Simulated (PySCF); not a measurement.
CH5Cl3SSi2 (SMILES C[SiH2]S[Si](Cl)(Cl)Cl), singlet, at a GFN2-xTB geometry, with bond 10-7 at 1.4 times its length; PySCF with CASSCF(2,4)/STO-3G.

Input for PySCF:
```python
from pyscf import gto, scf, mcscf
import numpy

mol = gto.Mole()
mol.atom = '''
    Si    0.90665733   -0.02881208    0.21081615
    Cl    1.24109226   -1.63475274   -0.97589270
    Cl    1.30689806    1.62792049   -0.88230117
    Cl    2.12553938   -0.09891141    1.80387995
    S    -1.09854518   -0.00950669    0.93473640
    Si   -2.33031224    0.09227565   -0.87466472
    C    -4.09901051    0.09131936   -0.21458184
    H    -1.99800959   -1.08717334   -1.66760921
    H    -1.95800425    1.32761375   -1.55691214
    H    -4.38559226   -1.17241471    0.58300418
    H    -4.81725492    0.14627364   -1.02652424
    H    -4.27106978    0.93797665    0.44484830
'''
mol.basis = 'sto-3g'
mol.verbose = 4
mol.build()

mf = scf.RHF(mol)
mf.kernel()
mc = mcscf.CASSCF(mf, 4, 2)
mc.fix_spin_(ss=0.0)
mc.conv_tol = 1e-5
mc.kernel()
occ = numpy.linalg.eigvalsh(mc.fcisolver.make_rdm1(mc.ci, mc.ncas, mc.nelecas))[::-1]
ss = mc.fcisolver.spin_square(mc.ci, mc.ncas, mc.nelecas)[0]
print('natural occupations', occ.round(4), ' <S^2>', round(ss, 4))
```

What the program printed (banner, timings and long lists left out):

```
PySCF version 2.14.0

[INPUT] verbose = 4
[INPUT] num. atoms = 12
[INPUT] num. electrons = 106
[INPUT] charge = 0
[INPUT] spin (= nelec alpha-beta = 2S) = 0
[INPUT] symmetry False subgroup None
[INPUT] Mole.unit = angstrom
[INPUT] Symbol           X                Y                Z      unit          X                Y                Z       unit  Magmom
[INPUT]  1 Si     0.906657330000  -0.028812080000   0.210816150000 AA    1.713334042529  -0.054446940279   0.398384786135 Bohr   0.0
[INPUT]  2 Cl     1.241092260000  -1.634752740000  -0.975892700000 AA    2.345324466717  -3.089234959982  -1.844169929962 Bohr   0.0
[INPUT]  3 Cl     1.306898060000   1.627920490000  -0.882301170000 AA    2.469679406125   3.076323878668  -1.667307570683 Bohr   0.0
[INPUT]  4 Cl     2.125539380000  -0.098911410000   1.803879950000 AA    4.016687295178  -0.186915475495   3.408839067094 Bohr   0.0
[INPUT]  5 S     -1.098545180000  -0.009506690000   0.934736400000 AA   -2.075949525661  -0.017965040451   1.766395794662 Bohr   0.0
[INPUT]  6 Si    -2.330312240000   0.092275650000  -0.874664720000 AA   -4.403651918322   0.174375706466  -1.652876771619 Bohr   0.0
[INPUT]  7 C     -4.099010510000   0.091319360000  -0.214581840000 AA   -7.746007245614   0.172568580271  -0.405500908905 Bohr   0.0
[INPUT]  8 H     -1.998009590000  -1.087173340000  -1.667609210000 AA   -3.775690919355  -2.054459862529  -3.151324689702 Bohr   0.0
[INPUT]  9 H     -1.958004250000   1.327613750000  -1.556912140000 AA   -3.700091783234   2.508826386707  -2.942137544610 Bohr   0.0
[INPUT] 10 H     -4.385592260000  -1.172414710000   0.583004180000 AA   -8.287568265412  -2.215542706311   1.101718229677 Bohr   0.0
[INPUT] 11 H     -4.817254920000   0.146273640000  -1.026524240000 AA   -9.103292471014   0.276417118843  -1.939849673827 Bohr   0.0
[INPUT] 12 H     -4.271069780000   0.937976650000   0.444848300000 AA   -8.071152143106   1.772518979737   0.840641453978 Bohr   0.0

nuclear repulsion = 834.311175653136
number of shells = 38
number of NR pGTOs = 192
number of NR cGTOs = 64
basis = sto-3g
ecp = {}

******** <class 'pyscf.scf.hf.RHF'> ********
method = RHF
initial guess = minao
damping factor = 0
level_shift factor = 0
DIIS = <class 'pyscf.scf.diis.CDIIS'>
diis_start_cycle = 1
diis_space = 8
diis_damp = 0
SCF conv_tol = 1e-09
SCF conv_tol_grad = None
SCF max_cycles = 50
direct_scf = True
direct_scf_tol = 1e-13
Set gradient conv threshold to 3.16228e-05
Initial guess from minao.
init E= -2367.67566799254
  HOMO = -0.359724481309796  LUMO = 0.0160558810177917  gap/eV = 10.22550
cycle= 1 E= -2368.462086395  delta_E= -0.786  |g|= 0.499  |ddm|= 4.13
  HOMO = -0.256815484878922  LUMO = 0.175338613450502  gap/eV = 11.75951
cycle= 2 E= -2368.5783469385  delta_E= -0.116  |g|= 0.145  |ddm|= 1.32
  HOMO = -0.299859349838024  LUMO = 0.238688797772088  gap/eV = 14.65464
cycle= 3 E= -2368.58719785231  delta_E= -0.00885  |g|= 0.024  |ddm|= 0.307
  HOMO = -0.297669457067957  LUMO = 0.239810988347332  gap/eV = 14.62559
cycle= 4 E= -2368.58768849197  delta_E= -0.000491  |g|= 0.00355  |ddm|= 0.0866
  HOMO = -0.300097197290333  LUMO = 0.238857869551039  gap/eV = 14.66571
cycle= 5 E= -2368.58769950589  delta_E= -1.1e-05  |g|= 0.000985  |ddm|= 0.0133
  HOMO = -0.300110996049609  LUMO = 0.238797655256476  gap/eV = 14.66445
cycle= 6 E= -2368.58770013575  delta_E= -6.3e-07  |g|= 0.000259  |ddm|= 0.00269
  HOMO = -0.300061793129041  LUMO = 0.238793275611502  gap/eV = 14.66299
cycle= 7 E= -2368.58770018289  delta_E= -4.71e-08  |g|= 4.43e-05  |ddm|= 0.000797
  HOMO = -0.300086712579526  LUMO = 0.238780481954898  gap/eV = 14.66332
cycle= 8 E= -2368.58770018464  delta_E= -1.75e-09  |g|= 1.06e-05  |ddm|= 0.000154
  HOMO = -0.300083216746877  LUMO = 0.238778440064159  gap/eV = 14.66317
cycle= 9 E= -2368.58770018475  delta_E= -1.15e-10  |g|= 1.76e-06  |ddm|= 4.74e-05
  HOMO = -0.300083707369281  LUMO = 0.238778072728195  gap/eV = 14.66318
Extra cycle  E= -2368.58770018476  delta_E= -6.37e-12  |g|= 6.72e-07  |ddm|= 5.36e-06
converged SCF energy = -2368.58770018476

******** <class 'pyscf.mcscf.mc1step.CASSCF'> ********
CAS (1e+1e, 4o), ncore = 52, nvir = 8
max_cycle_macro = 50
max_cycle_micro = 4
conv_tol = 1e-05
conv_tol_grad = None
orbital rotation max_stepsize = 0.02
orbital rotation threshold for CI restart = 0.01
augmented hessian ah_max_cycle = 30
augmented hessian ah_conv_tol = 1e-12
augmented hessian ah_linear dependence = 1e-14
augmented hessian ah_level shift = 1e-08
augmented hessian ah_start_tol = 2.5
augmented hessian ah_start_cycle = 3
augmented hessian ah_grad_trust_region = 3
kf_trust_region = 3
kf_interval = 4
ci_response_space = 4
ci_grad_trust_region = 3
with_dep4 0
natorb = False
canonicalization = True
sorting_mo_energy = False
ao2mo_level = 2
internal_rotation = False
******** <class 'pyscf.fci.addons.SpinPenaltyFCISolver'> ********
max. cycles = 50
conv_tol = 1e-08
davidson only = True
linear dependence = 1e-12
level shift = 0.001
max iter space = 12
nroots = 1
pspace_size = 400
spin = None
CASCI E = -2368.58792040867  S^2 = 0.0000000
Set conv_tol_grad to 0.00316228
macro iter   1 (  6 JK    1 micro), CASSCF E = -2368.58798545618  dE = -6.50475195e-05  S^2 = 0.0000000
               |grad[o]|=0.000684  |grad[c]|=0.00268  |ddm|=0.000555  |maxRot[o]|=0.0798
macro iter   2 (  6 JK    1 micro), CASSCF E = -2368.58802162261  dE = -3.61664256e-05  S^2 = 0.0000000
               |grad[o]|=0.000777  |grad[c]|=0.00389  |ddm|=0.00168  |maxRot[o]|=0.0776
macro iter   3 (  7 JK    2 micro), CASSCF E = -2368.58811728140  dE = -9.56587846e-05  S^2 = 0.0000000
               |grad[o]|=0.000838  |grad[c]|=0.00678  |ddm|=0.00473  |maxRot[o]|=0.0667
macro iter   4 (  6 JK    1 micro), CASSCF E = -2368.58828368037  dE = -1.66398972e-04  S^2 = 0.0000000
               |grad[o]|=0.00115  |grad[c]|=0.00635  |ddm|=0.00349  |maxRot[o]|=0.0682
macro iter   5 (  7 JK    2 micro), CASSCF E = -2368.58866010721  dE = -3.76426847e-04  S^2 = 0.0000000
               |grad[o]|=0.00168  |grad[c]|=0.00185  |ddm|=0.00412  |maxRot[o]|=0.0698
macro iter   6 ( 21 JK    4 micro), CASSCF E = -2368.59095487039  dE = -2.29476318e-03  S^2 = 0.0000000
               |grad[o]|=0.00271  |grad[c]|=0.00717  |ddm|=0.0162  |maxRot[o]|=0.227
macro iter   7 ( 21 JK    4 micro), CASSCF E = -2368.59300473331  dE = -2.04986292e-03  S^2 = 0.0000000
               |grad[o]|=0.00536  |grad[c]|=0.035  |ddm|=0.0102  |maxRot[o]|=0.196
macro iter   8 ( 21 JK    4 micro), CASSCF E = -2368.59395457849  dE = -9.49845188e-04  S^2 = 0.0000000
               |grad[o]|=0.00615  |grad[c]|=0.00994  |ddm|=0.00676  |maxRot[o]|=0.159
macro iter   9 ( 21 JK    4 micro), CASSCF E = -2368.59371077306  dE =  2.43805436e-04  S^2 = 0.0000000
               |grad[o]|=0.00474  |grad[c]|=0.00652  |ddm|=0.00622  |maxRot[o]|=0.0903
macro iter  10 ( 21 JK    4 micro), CASSCF E = -2368.59467557678  dE = -9.64803720e-04  S^2 = 0.0000000
               |grad[o]|=0.00486  |grad[c]|=0.00255  |ddm|=0.00237  |maxRot[o]|=0.0768
macro iter  11 ( 11 JK    2 micro), CASSCF E = -2368.59513569516  dE = -4.60118383e-04  S^2 = 0.0000000
               |grad[o]|=0.0038  |grad[c]|=0.00149  |ddm|=0.00282  |maxRot[o]|=0.0518
macro iter  12 ( 21 JK    4 micro), CASSCF E = -2368.59512227620  dE =  1.34189659e-05  S^2 = 0.0000000
               |grad[o]|=0.00323  |grad[c]|=0.00323  |ddm|=0.00224  |maxRot[o]|=0.105
macro iter  13 ( 16 JK    3 micro), CASSCF E = -2368.59546862502  dE = -3.46348822e-04  S^2 = 0.0000000
               |grad[o]|=0.00309  |grad[c]|=0.00115  |ddm|=0.00152  |maxRot[o]|=0.0393
macro iter  14 ( 11 JK    2 micro), CASSCF E = -2368.59572320800  dE = -2.54582980e-04  S^2 = 0.0000000
               |grad[o]|=0.00238  |grad[c]|=0.00139  |ddm|=0.00116  |maxRot[o]|=0.0697
macro iter  15 ( 11 JK    2 micro), CASSCF E = -2368.59587751250  dE = -1.54304497e-04  S^2 = 0.0000000
               |grad[o]|=0.0017  |grad[c]|=0.0012  |ddm|=0.000914  |maxRot[o]|=0.107
macro iter  16 (  6 JK    1 micro), CASSCF E = -2368.59593539788  dE = -5.78853828e-05  S^2 = 0.0000000
               |grad[o]|=0.00108  |grad[c]|=0.000698  |ddm|=0.00036  |maxRot[o]|=0.0662
macro iter  17 (  6 JK    1 micro), CASSCF E = -2368.59596112681  dE = -2.57289321e-05  S^2 = 0.0000000
               |grad[o]|=0.000661  |grad[c]|=0.000521  |ddm|=0.000246  |maxRot[o]|=0.0717
macro iter  18 (  3 JK    1 micro), CASSCF E = -2368.59596379683  dE = -2.67001997e-06  S^2 = 0.0000000
               |grad[o]|=0.000303  |grad[c]|=9.18e-05  |ddm|=3.8e-05  |maxRot[o]|=0.0191
macro iter  19 (  1 JK    1 micro), CASSCF E = -2368.59596379685  dE = -2.22826202e-11  S^2 = 0.0000000
               |grad[o]|=0.00019  |grad[c]|=4.82e-06  |ddm|=5.34e-06  |maxRot[o]|=    0
1-step CASSCF converged in  19 macro (223 JK  44 micro) steps
CASSCF canonicalization
Density matrix diagonal elements [1.98548872e+00 7.66771460e-03 1.56718879e-03 5.27637266e-03]
CASSCF energy = -2368.59596379685
CASCI E = -2368.59596379685  E(CI) = -1.61988549357466  S^2 = 0.0000000
natural occupations [1.9856e+00 1.4300e-02 1.0000e-04 0.0000e+00]  <S^2> 0.0
```
